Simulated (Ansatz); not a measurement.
System: CH7Si2 (charge 0, doublet). SMILES: [SiH2]C[SiH3]
Geometry from a B3LYP-D3(BJ)/def2-TZVP (Ansatz, a first-principles code) optimisation:
```
C
H 1 1.0934
H 1 1.0934 2 107.13
Si 1 1.8799 2 109.27 3 118.26
H 4 1.4876 1 110.88 2 -177.68
H 4 1.4876 5 109.26 1 122.51
Si 1 1.8837 2 108.71 3 -117.31
H 7 1.4815 1 109.96 2 178.28
H 7 1.4815 8 108.77 1 -120.47
H 7 1.4849 8 108.59 9 -118.01
```
Charge 0, spin multiplicity 2.

PBE beside other levels, property by property. Valence correlation only, unless marked. UHF or UKS for open shells. Spin-orbit coupling is left out. No relativistic terms. CBS(X,Y): correlation extrapolated as X^-3; Hartree-Fock from the larger set. [CCSD(T)-MP2]/basis is that difference in the basis named. Atomisation energies are electronic, to ground-state atoms; the column to compare with has the core term from cc-pwCVTZ added, other frozen-core levels have none. Vertical energies are electronic, to the SCF solution reached for that spin. Anions need diffuse functions, of which def2-TZVPD holds fewer than the aug- sets. The coupled-cluster column (Ansatz) is a level with limits of its own: RI-MP2/CBS(aug-cc-pV(T+d)Z,aug-cc-pV(Q+d)Z)+[CCSD(T)-MP2]/aug-cc-pV(T+d)Z.

| property | r2SCAN-D4/def2-TZVPD (Ansatz + dftd4) | wB97X-V/def2-TZVPD (Ansatz) | B2PLYP/def2-TZVPD (Ansatz) | coupled cluster |
|---|---|---|---|---|
| atomisation energy (kcal/mol) | 745.3 | 747.5 | 730.3 | 745.2 |
| vertical ionisation energy to the singlet (eV) | 8.11 | 7.99 | 7.92 | 8.02 |
| vertical electron affinity to the singlet (eV) | 0.70 | 0.74 | 0.72 | 0.91 |

Q: What does PBE/def2-TZVPD (Ansatz) give for each property, and on which side of coupled cluster does it fall?

A: 
- atomisation energy: PBE lies 10.4 kcal/mol below coupled cluster; PBE gives 734.8 kcal/mol.
- vertical ionisation energy to the singlet: PBE lies 0.11 eV below coupled cluster; PBE gives 7.91 eV.
- vertical electron affinity to the singlet: PBE lies 0.08 eV below coupled cluster; PBE gives 0.83 eV.
